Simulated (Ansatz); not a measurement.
`FC(Cl)(Cl)I` + H₂ → `FC(Cl)Cl` + HI at 700 K and 1 bar (hydrogenolysis of a C–I bond).

Gas-phase electronic energies from Ansatz, PBE0-D4/def2-TZVP geometries. CCSD(T)/CBS is the MP2 limit (def2-TZVPP, def2-QZVPP) plus CCSD(T) − MP2 in def2-TZVPP, frozen cores. This one scheme is used for every species. def2 core potentials past Kr. For I outer-core shells are correlated without core-valence functions, which leaves a few kJ/mol of doubt a bond.

```csv
species,CCSD(T)/CBS energy (Eh),H − E (kJ/mol),S (J/(mol·K))
`FC(Cl)(Cl)I`,-1354.80872,81.8,418.0
H₂,-1.17544,46.8,155.3
`FC(Cl)Cl`,-1057.98381,100.6,355.7
HI,-298.03592,34.6,231.7
```

H − E and S are ideal-gas, rigid-rotor, harmonic terms from PBE0-D4/def2-TZVP. The MP2-based limit puts H₂ 0.8 mEh under its directly extrapolated value; such offsets cancel only in part. 1 Eh = 2625.50 kJ/mol, R = 8.31446 J/(mol·K).

**Question.** By hand: ΔE, ΔH, ΔS and ΔG.

**Answer.** ΔE = (-1057.98381) + (-298.03592) − (-1354.80872) − (-1.17544) = -0.03557 Eh = -93.4 kJ/mol. Δ(H − E) = 100.6 + 34.6 − 81.8 − 46.8 = 6.6, so ΔH = -86.8 kJ/mol. ΔS = 355.7 + 231.7 − 418.0 − 155.3 = 14.1 J/(mol·K). ΔG = -86.8 − 700 × (14.1)/1000 = -96.7 kJ/mol.

**Question.** By hand: the equilibrium constant, and the temperature at which ΔG would vanish if ΔH and ΔS stayed fixed.

**Answer.** log₁₀ K = −ΔG/(RT ln 10) = 7.2. ΔH and −TΔS have one sign here, so there is no such temperature.

The number of gas molecules stays the same, so ΔS is small and ΔH decides. A doubt of 5 kJ/mol in ΔE shifts log₁₀ K by 0.4 here. These are equilibria of isolated gas molecules and say nothing of rates. Largest T1 diagnostic: 0.011 (customary marks: 0.02 for closed shells, 0.045 for open ones).
